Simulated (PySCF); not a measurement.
C7H4F4.
Bonds: F1–C2, C2–C3 (aromatic), C3–C4 (aromatic), C4–C5 (aromatic), C5–C6 (aromatic), C6–C7, C7–F8, C7–F9, C7–F10, C6–C11 (aromatic), C2–C11 (aromatic). Hydrogens: H12 on C3; H13 on C4; H14 on C5; H15 on C11.

Structure optimised with GFN2-xTB, isolated species.

Problem. List the bond lengths, angles and torsions at this level.

Solution. 
| bond | length (bohr) |
| --- | --- |
| F1–C2 | 2.537 |
| C2–C3 | 2.616 |
| C3–C4 | 2.615 |
| C4–C5 | 2.617 |
| C5–C6 | 2.624 |
| C6–C7 | 2.842 |
| C7–F8, C7–F9, C7–F10 | 2.537 |
| C6–C11 | 2.622 |
| C2–C11 | 2.614 |
| C3–H12 | 2.038 |
| C4–H13 | 2.038 |
| C5–H14 | 2.038 |
| C11–H15 | 2.038 |

Bonds in one row agree within 0.02 bohr and their mean is given. A selection of angles:
| angle | degrees |
| --- | --- |
| F1–C2–C3 | 119.1 |
| F1–C2–C11 | 118.8 |
| C3–C2–C11 | 122.1 |
| C2–C3–C4 | 118.8 |
| C3–C4–C5 | 120.5 |
| C4–C5–C6 | 119.5 |
| C5–C6–C7 | 119.7 |
| C5–C6–C11 | 121.0 |
| C7–C6–C11 | 119.2 |
| C6–C7–F8 | 111.7 |
| C6–C7–F9 | 112.8 |
| F8–C7–F9 | 106.2 |
| F9–C7–F10 | 106.7 |
| C2–C11–C6 | 118.0 |

Torsions: C5–C6–C7–F8 -89° (synclinal). The mirror-image conformer, all signs reversed, is as good.

The 6-membered ring C2–C3–C4–C5–C6–C11 has internal angles of 118.0° to 122.1° (sum 720°, against 720° for a flat polygon); it is planar, 0.00 Å rms from its mean plane, widest ring torsion 0°. Of the pairs four or more bonds apart, F10···H14 is among the closest relative to their van der Waals radii: 2.49 Å, 93 % of the sum of Bondi's values. The 7 C–C bonds span 1.383 Å (C2–C11, aromatic) to 1.504 Å (C6–C7, drawn single), a spread of 0.121 Å.

Point group: C1 (no symmetry element, even within 0.4 Å). No GFN2-xTB frequencies stand behind this structure, so it isn't proved a minimum.

All values are computed, not measured.
